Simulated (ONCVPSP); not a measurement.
# silver (Ag): ONCV pseudisation with LDA (Perdew-Wang 92), scalar-relativistic reference atom.

```json
{
 "Element": "Ag (Z = 47)",
 "Generator": "ONCVPSP 4.0.1",
 "Type": "optimised norm-conserving Vanderbilt (ONCV)",
 "Functional": "LDA (Perdew-Wang 92)",
 "Relativity": "scalar-relativistic",
 "Frozen core": "[Kr]",
 "Valence charge": "11",
 "Reference configuration": "4d10 5p1",
 "Partial waves": "s scattering state at 0.09 Ha: rc 2.95 bohr, ncon 4, nbas 9, qcut 1.7 1/bohr, 2 projectors, debl 2.3 Ha; 5p: rc 3.40 bohr, ncon 4, nbas 7, qcut 2.1 1/bohr, 3 projectors, debl 1.8 Ha; 4d: rc 1.90 bohr, ncon 3, nbas 7, qcut 6.6 1/bohr, local",
 "Local potential": "the d channel",
 "Core correction": "Teter function fitted to the true core (icmod 2), fcfact 0.45"
}
```

In the s channel the program set the typed energies aside and used 0.050, 2.350 Ha.

- Cutoffs needed: 19 Ha and 24 Ha (the cutoffs (Ha) at which the residual kinetic energy of the hardest occupied pseudo-wave falls to 1 and 0.1 mHa per electron)
- Ghost test: no bound ghost flagged but for a GHOST(-) flag that falls on a real empty level of the atom; GHOST(+) flagged for s at 4.3 eV, p at 103.0 eV
- Configuration tests: 1 of 4 tests not solved or not reliable
- rms error of d²Exc/dni dnj: 5.42 mHa without and 1.14 mHa with the model core
